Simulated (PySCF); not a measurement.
**Spinor energies of Eu⁻ (europium, charge -1)**

Start: [Xe] 4f7 6s2 6p1; 4f5/2 filled at m_j = -5/2, -3/2, -1/2, +1/2, +3/2, +5/2; 4f7/2 filled at m_j = +7/2; 6p1/2 filled at m_j = -1/2. Calculated with PySCF 2.14 in x2c-SVPall-2c with one added diffuse shell each of s, p, d, f type (8s11p10d4f1g, 128 functions): generalised Hartree-Fock with the X2C-1e Hamiltonian and a Gaussian nucleus; one run each with spin-orbit coupling (SO) switched off, then screened by Boettger's factors.

```tsv
spinor shell	electrons	ε, spin-free (eV)	ε, screened SO (eV)	weight of nominal j (screened SO)	rms radius, screened SO (bohr)
1s1/2	2	-48753.4	-48744.8	1.000	0.0254
2s1/2	2	-8120.8	-8118.2	1.000	0.103
2p1/2	2	-7229.7	-7686.0	1.000	0.0881
2p3/2	4	-7229.7	-7033.1	1.000	0.0944
3s1/2	2	-1832.9	-1832.1	1.000	0.266
3p1/2	2	-1549.7	-1644.6	1.000	0.257
3p3/2	4	-1549.7	-1508.3	1.000	0.270
3d3/2	4	-1170.0	-1187.3	0.995	0.243
3d5/2	6	-1170.0	-1157.6	0.996	0.246
4s1/2	2	-382.87	-382.62	1.000	0.602
4p1/2	2	-287.11	-309.41	0.966	0.621
4p3/2	4	-287.11	-277.22	0.983	0.649
4d3/2	4	-150.54	-156.12	0.722	0.705
4d5/2	6	-150.54	-146.60	0.815	0.711
5s1/2	2	-51.571	-51.504	1.000	1.49
5p1/2	2	-26.277	-29.744	0.878	1.69
5p3/2	4	-26.277	-24.686	0.939	1.81
4f5/2	6	-11.174	-11.125	0.547	1.02
4f7/2	1	-11.174	-10.714	1.000	1.03
6s1/2	2	-1.776	-1.760	0.989	5.43
6p1/2	1	0.132	0.100	0.531	8.66
```

| quantity | spin-free | screened SO |
| --- | --- | --- |
| E (hartree) | -10836.35951 | -10842.92562 |
| M_J | 3 | 3 |
| ⟨J²⟩ | 14.138 | 14.661 |
| ⟨L²⟩ | 2.095 | 2.199 |
| ⟨S²⟩ | 20.043 | 19.862 |

The configuration of this anion was assumed by filling the next shell in order. It is not the known or likely ground configuration (Ca⁻, Sr⁻ and Ba⁻, for instance, bind a p electron), so these values are not the electron affinity of the element. At GHF the highest occupied level has a positive energy, so only the finite basis holds that electron. The determinant has a definite M_J but mixes levels of different J.

Each row is a mean over spinors that exchange with the open shell spreads, by up to 17.794 eV (4d5/2).

Rows whose weight is well below 1 are mixtures of j = l ± 1/2: exchange outweighs spin-orbit coupling there, and the label is only the starting occupation.

Breit and QED terms are absent; they matter most for the inner s and p1/2 levels.

Densities and radii are taken from the X2C orbitals without a picture-change correction, which distorts them close to the nucleus.

Without spin-orbit coupling the j labels of p, d and f shells carry no meaning; the spin-free column gives the mean over the occupied spinors of each nl shell, and its ⟨J²⟩ belongs to a mixture of degenerate components.
